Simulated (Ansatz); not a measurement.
Computed with frozen-core CCSD(T)/cc-pVDZ // PBE0-D3(BJ)/def2-SVP (Ansatz, a first-principles code). The restricted HF reference is unstable towards unrestricted orbitals.

Ansatz 0.2 input:
```yaml
crystal:
  periodic: [false, false, false]
  atoms:
    - { symbol: Si, position_ang: [3.182035, -0.630989, -0.095708] }
    - { symbol: C, position_ang: [1.62963, 0.392776, -0.066137] }
    - { symbol: C, position_ang: [1.576166, 1.803654, -0.097381] }
    - { symbol: C, position_ang: [0.250322, 2.253006, -0.061844] }
    - { symbol: C, position_ang: [-0.592526, 1.131813, -0.00622] }
    - { symbol: C, position_ang: [-1.985289, 1.162726, 0.041958] }
    - { symbol: C, position_ang: [-2.886918, 0.101913, 0.098413] }
    - { symbol: C, position_ang: [-2.618175, -1.269564, 0.120925] }
    - { symbol: C, position_ang: [-1.394723, -1.937127, 0.093614] }
    - { symbol: C, position_ang: [-0.106527, -1.398658, 0.036003] }
    - { symbol: C, position_ang: [0.290753, -0.066905, -0.008892] }
    - { symbol: H, position_ang: [4.357964, 0.289501, -0.150312] }
    - { symbol: H, position_ang: [3.309499, -1.497519, 1.119779] }
    - { symbol: H, position_ang: [3.234283, -1.543559, -1.282739] }
    - { symbol: H, position_ang: [2.45233, 2.453941, -0.14297] }
    - { symbol: H, position_ang: [-0.083418, 3.290324, -0.074433] }
    - { symbol: H, position_ang: [-2.427553, 2.164966, 0.034163] }
    - { symbol: H, position_ang: [-3.944678, 0.377949, 0.129143] }
    - { symbol: H, position_ang: [-3.500495, -1.915913, 0.166921] }
    - { symbol: H, position_ang: [-1.449656, -3.028967, 0.120978] }
    - { symbol: H, position_ang: [0.706975, -2.133371, 0.02474] }
basis:
  gaussian: { orbitals: cc-pVDZ }
correlation:
  method: ccsd_t
```

Output:

```
Functional definition: HF
1935 factors; integrals over basis functions are off by at most 1.1e-3 eV
mean field evaluation 1: about -18318.6185 eV, gradient 3.9e1 eV
mean field evaluation 2: about -18319.1369 eV, gradient 3.8e1 eV
mean field evaluation 4: about -18324.2178 eV, gradient 7.8e0 eV
mean field evaluation 8: about -18324.3927 eV, gradient 3.1e-1 eV
mean field evaluation 16: about -18318.6179 eV, gradient 3.9e1 eV
mean field -18324.39332891 eV, -673.4090341175 hartree, gradient 1.4e-6 eV, S^2 0.000000; 0 other end points of the search recorded, 0 dependent functions left out; unrestricted orbitals would lower it
15 core orbitals not correlated
reference -18324.39332891 eV, -673.4090341175 hartree; 27, 27 occupied and 166, 166 virtual orbitals, 1935 factors
second order -38.48973555 eV of doubles, -0.00000000 eV of singles
cycle   1  -38.52663070 eV  change   -3.7e-2 eV  update   1.8e-1
cycle   2  -39.74152410 eV  change    -1.2e0 eV  update   6.9e-2
cycle   3  -40.07772703 eV  change   -3.4e-1 eV  update   3.1e-2
cycle   4  -40.11057906 eV  change   -3.3e-2 eV  update   1.1e-2
cycle   5  -40.10880977 eV  change    1.8e-3 eV  update   6.0e-3
cycle   6  -40.11075151 eV  change   -1.9e-3 eV  update   2.1e-3
cycle   7  -40.11063666 eV  change    1.1e-4 eV  update   1.0e-3
cycle   8  -40.11044254 eV  change    1.9e-4 eV  update   4.2e-4
cycle   9  -40.11055020 eV  change   -1.1e-4 eV  update   1.7e-4
cycle  10  -40.11056155 eV  change   -1.1e-5 eV  update   5.8e-5
perturbative correction -1.96842665 eV, -0.0723383452 hartree
Total energy: -18366.47231711 eV, -674.9554084116 hartree
```

Cost: around 9 core-minutes (rough).
